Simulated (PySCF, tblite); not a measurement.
# A complex of Be2+ and 2 × acetonitrile

A gas-phase complex of Be2+ and 2 × acetonitrile; charge +2, singlet. The structure comes from a short search (6 tight-binding starts) and was relaxed by PBE0-D3(BJ)/def2-SVPD; another way of binding may lie lower. No frequency run checks that it is a minimum.

Parts: 1 = Be2+ ([Be+2]), atoms 1, charge +2; 2 = acetonitrile (CC#N), atoms 2–7; 3 = acetonitrile (CC#N), atoms 8–13.

```xyz
13

Be    1.337    0.848    1.079
C     4.678    0.718   -1.361
C     3.530    0.764   -0.524
N     2.592    0.802    0.160
H     5.409    0.005   -0.936
H     4.380    0.387   -2.372
H     5.130    1.725   -1.417
C    -2.000    0.966    3.524
C    -0.854    0.927    2.685
N     0.082    0.894    1.998
H    -2.846    0.477    3.007
H    -1.781    0.431    4.466
H    -2.256    2.018    3.745
```
Atoms count from 1 in this order.

```csv
contact,kind (by geometry),distance (Å),angle (°)
Be1···N10,bond,1.556,-
Be1···N4,bond,1.556,-
```

The parts are joined by the bonds Be1–N10 and Be1–N4, so these are energies of forming such bonds; deforming the relaxed parts to their shape in the adduct costs 1.9 kcal/mol, which the interaction energies leave out.

Interaction energies are complex less parts, with the parts frozen as they stand in it; counterpoise-corrected, in kcal/mol (PySCF).

Question: Give the interaction energy at each level run.

Answer: 
```
                 level  interaction  superposition error removed
wB97M-D3(BJ)/def2-SVPD      -331.02                        -3.10
 PBE0-D3(BJ)/def2-SVPD      -336.21                        -3.06
```

Question: What holds them together? Decompose the wB97M-D3(BJ)/def2-SVPD energy: frozen parts, their antisymmetrised product, then relaxation.

Answer: electrostatic -197.1, Pauli repulsion +89.5, orbital relaxation -224.5, dispersion correction -2.0 kcal/mol, which sum to the value before the counterpoise correction; the Pauli term holds the exchange-correlation of the frozen density too. Of the attraction, 53 % is orbital relaxation, 47 % is electrostatic, 0 % is dispersion correction.

Question: Are the pair energies additive?

Answer: The pairs sum to -379.78 kcal/mol (1–2 -192.2, 1–3 -192.2, 2–3 4.5); the rest of +48.76 is a many-body weakening.

The parts were also relaxed and run alone, at the levels used for the complex: shieldings by PBE0/pcSseg-1; core levels by delta-SCF with SCAN, pcX-2 on the ionised atom and pcseg-1 elsewhere, spin-free X2C.

Values alone: shielding of Be1 (ppm): 130.3; shielding of N10 (ppm): -39.4; shielding of N4 (ppm): -39.4; C9 1s core level (eV): 292.66; N10 1s core level (eV): 405.35.

Question: How do these values change when the complex forms?

Answer: 
| property | alone | in the complex | change |
| --- | --- | --- | --- |
| shielding of Be1 (ppm) | 130.3 | 112.5 | -17.8 |
| shielding of N10 (ppm) | -39.4 | 93.0 | +132.5 |
| shielding of N4 (ppm) | -39.4 | 93.0 | +132.5 |
| C9 1s core level (eV) | 292.66 | 303.91 | +11.25 |
| N10 1s core level (eV) | 405.35 | 415.97 | +10.62 |

The core-hole states of C9, N10 are spin-contaminated (⟨S²⟩ 0.84, 0.81 against 0.75 for a pure doublet), so those values and differences from them are less sure.

Multiply charged ions in the gas phase bind far more strongly than in solution.
